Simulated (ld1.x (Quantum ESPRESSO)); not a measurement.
Building the PAW potential for Sn (PBE, scalar-relativistic).

ld1.x (Quantum ESPRESSO) 7.5 input, shortened:

```
&input
   title='Sn', zed=50., rel=1, dft='PBE', iswitch=3,
   config='[Kr] 4d10 5s2 5p1'
 /
 &inputp
   pseudotype=3, lpaw=.true., tm=.true., lloc=-2, rcloc=1.80,
   nlcc=.true., new_core_ps=.true.,
   which_augfun='PSQ', rmatch_augfun_nc=.true.
 /
4
5S  1  0   2.00   0.00  1.90  2.25  0.0
5S  1  0   0.00  -0.45  1.90  2.25  0.0
5P  2  1   1.00   0.00  1.75  2.25  0.0
5P  2  1   0.00  -0.25  1.75  2.25  0.0
 &test
   configts(1)='5s2 5p1'
 /
```

All-electron outer shells of the reference configuration (PBE, scalar-relativistic, ld1.x):

| shell | level (eV) | outermost node (bohr) | outermost maximum (bohr) |
| --- | --- | --- | --- |
| 5s | -17.81 | 0.98 | 1.99 |
| 5p | -10.25 | 1.08 | 2.43 |

What the tests gave:

- Cutoffs needed: 6 Ry and 8 Ry (the cutoffs (Ry, on a coarse ladder) from which the occupation-weighted sum of valence levels, in a spherical-Bessel basis at the reference potential, stays within 10 and 1 mRy of its value at 400 Ry)
- Ghost test: ghost state, extra bound levels that the all-electron valence spectrum of the same l lacks: d at -5.6 eV; a true bound ghost makes a file unfit for plane-wave use (spherical-Bessel basis up to 400 Ry, 20 bohr box)
- Configuration tests: test run stopped at test 5 of 7 (negative rho)
- Lowest eigenvalue of the overlap operator: 0.37 (s channel)
- Density cutoff estimated by the generator: 86 Ry

Generation and tests took about 4.2 s on one core of a shared server CPU.
